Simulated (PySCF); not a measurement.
**Two-component Hartree-Fock for Ag(30+) (silver, charge +30)**

Start: [Ne] 3s2 3p5; 3p1/2 filled at m_j = +1/2; 3p3/2 filled at m_j = -3/2, -1/2, +1/2, +3/2. Calculated with PySCF 2.14 in an even-tempered Gaussian basis (19 s from 4.9 bohr⁻², ratio 2.4; 14 p from 6.4 bohr⁻², ratio 2.4; 5 d from 26 bohr⁻², ratio 2.6; 4 f from 39 bohr⁻², ratio 2.6): generalised Hartree-Fock with the X2C-1e Hamiltonian and a Gaussian nucleus; one run each with spin-orbit coupling (SO) screened by Boettger's factors, then bare. This is a chosen level, not necessarily the ground level.

```tsv
spinor shell	electrons	ε, screened SO (eV)	ε, bare SO (eV)	weight of nominal j (bare SO)	rms radius, bare SO (bohr)
1s1/2	2	-27168.9	-27168.9	1.000	0.0357
2s1/2	2	-5340.2	-5340.2	1.000	0.144
2p1/2	2	-5065.1	-5071.0	1.000	0.125
3s1/2	2	-1964.4	-1964.4	1.000	0.354
3p1/2	1	-1864.8	-1866.2	1.000	0.343
3p3/2	4	-1818.6	-1818.0	1.000	0.351
```

Problem. Where does 2p3/2 lie, and what is the 2p spin-orbit splitting (bare SO)?

Solution. At -4886.0 eV, 184.98 eV above 2p1/2.

```
   quantity  screened SO      bare SO
E (hartree)  -4660.67029  -4660.71421
        M_J          1/2          1/2
       ⟨J²⟩        0.751        0.751
       ⟨L²⟩        2.008        2.009
       ⟨S²⟩        0.756        0.757
```

Each row is a mean over spinors that exchange with the open shell spreads, by up to 10.424 eV (2p1/2).

Breit and QED terms are absent; they matter most for the inner s and p1/2 levels.

Densities and radii are taken from the X2C orbitals without a picture-change correction, which distorts them close to the nucleus.
